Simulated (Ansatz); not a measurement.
```yaml
crystal:
  periodic: [false, false, false]
  atoms:
    - {symbol: C, position_ang: [4.474086, -1.892879, 1.827720]}
    - {symbol: C, position_ang: [2.539941, -1.617721, 0.631576]}
    - {symbol: Ga, position_ang: [-0.457950, -1.530603, -1.468058]}
    - {symbol: C, position_ang: [-2.832545, 1.346993, -1.078634]}
    - {symbol: H, position_ang: [6.170599, -2.110848, 2.893838]}
    - {symbol: H, position_ang: [-3.463937, 1.395569, 0.887952]}
    - {symbol: H, position_ang: [-1.795706, 3.090262, -1.472216]}
    - {symbol: H, position_ang: [-4.460253, 1.211324, -2.327623]}
basis:
  gaussian: {orbitals: pcseg-2}
magnetization: {spin_polarized: true, initial_magnetization: 1}
hamiltonian: {xc: {name: PBE-QIDH}}
scf: {lower_state_search: off}
```

```sh
$ ansatz run in.yaml --threads 2 --pin off --events-out ev --progress --plain --max-ram 32768MiB --backend cpu
```

Output, abridged:

```
Functional definition: PBE-QIDH
1100 factors; integrals over basis functions are off by at most 1.4e-3 eV
mean field evaluation 1: about -55492.4273 eV, gradient 1.1e1 eV
mean field evaluation 2: about -55492.4254 eV, gradient 1.1e1 eV
mean field evaluation 4: about -55493.9760 eV, gradient 3.0e0 eV
mean field evaluation 8: about -55494.2333 eV, gradient 1.6e0 eV
mean field evaluation 16: about -55499.3267 eV, gradient 4.7e-1 eV
mean field evaluation 32: about -55499.3438 eV, gradient 4.2e-5 eV
mean field -55499.34383914 eV, -2039.5632672819 hartree, gradient 1.5e-6 eV, S^2 4.452062; 0 other end points of the search recorded, 0 dependent functions left out
12 core orbitals not correlated: weight in the atoms' cores, before any rotation towards them, 1.000 or more for the frozen orbitals, at most 0.000 for the correlated occupied ones
reference -55499.34386628 eV, -2039.5632682794 hartree; 15, 14 occupied and 162, 163 virtual orbitals, 1100 factors
second order -12.14551974 eV of doubles, -0.00000000 eV of singles
Total energy: -55503.39237286 eV, -2039.7120481521 hartree
Checks for a lower state left out: stability, starts, cluster_reference, orbital_swaps, neighbouring_geometries, increment
```

In this input the coordinates are in bohr but typed as ångström. The calculation finished and met its thresholds. The result belongs to that input, not to the molecule as meant.
